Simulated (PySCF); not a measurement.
C2H5ClSe, SMILES CC[Se]Cl. Geometry: ωB97X-D3(BJ)/def2-SVP. The values are those of a single conformer.

Computed equilibrium geometry at ωB97X-D3(BJ)/def2-SVP (PySCF confirms it by a frequency run) as Cartesian coordinates in Å (one conformer of several):
```xyz
9

Se    -0.1958     0.0637     0.7989
Cl     1.3134     1.0563    -0.4289
C     -0.5807    -1.3784    -0.4415
C     -1.2017    -0.9157    -1.7502
H     -1.2624    -2.0287     0.1338
H      0.3544    -1.9357    -0.5979
H     -0.5267    -0.2181    -2.2680
H     -2.1585    -0.4009    -1.5749
H     -1.3825    -1.7765    -2.4144
```
